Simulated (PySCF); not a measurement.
Dipole response of Sn (tin, neutral)

[Kr] 4d10 5s2 5p2, high-spin 3P determinant. Calculation: PySCF 2.14, in dyall-av2z (22s16p12d, 130 functions); the non-relativistic Hamiltonian (point nucleus). Coupled (time-dependent) response in atomic units; α is the mean over directions. A double-zeta set is small for polarisabilities.

```
method  mean α (bohr³)         α xx, yy, zz  C₆ (like pair)  S(−4)
  TPSS           60.76  49.80, 66.24, 66.24           678.9   1247
M06-2X           55.71  47.06, 60.03, 60.03           582.2   1073
```

S(−4) is the Cauchy moment in α(ω) = α(0) + S(−4) ω² + …

Reference α: 53 ± 6 bohr³ (recommended; Schwerdtfeger and Nagle, table of static dipole polarizabilities (2023 update)). Published C₆: 659.0 (Chu and Dalgarno (2004); Tang, Norbeck and Certain (1976)).

Spin-orbit coupling is absent.

α(iu) at TPSS:

```json
{"u (hartree)": "0", "α(iu) (bohr³)": "60.76"}
{"u (hartree)": "0.0500", "α(iu) (bohr³)": "57.85"}
{"u (hartree)": "0.100", "α(iu) (bohr³)": "50.95"}
{"u (hartree)": "0.200", "α(iu) (bohr³)": "35.73"}
{"u (hartree)": "0.300", "α(iu) (bohr³)": "24.63"}
{"u (hartree)": "0.500", "α(iu) (bohr³)": "12.92"}
{"u (hartree)": "0.750", "α(iu) (bohr³)": "6.981"}
{"u (hartree)": "1.00", "α(iu) (bohr³)": "4.354"}
{"u (hartree)": "1.50", "α(iu) (bohr³)": "2.170"}
{"u (hartree)": "2.00", "α(iu) (bohr³)": "1.307"}
{"u (hartree)": "3.00", "α(iu) (bohr³)": "0.6363"}
{"u (hartree)": "5.00", "α(iu) (bohr³)": "0.2578"}
```

A single London oscillator, α(iu) = α/(1 + u²/ω²), gives C₆ = (3/4) ω α². Matching the computed C₆ needs ω = 4 × 678.9 / (3 × 60.76²) = 0.245 hartree.

The components differ because the open shell of this determinant is not spherical; for a pure term their mean is the scalar polarisability.

A non-relativistic calculation at this Z misses sizeable relativistic shifts.
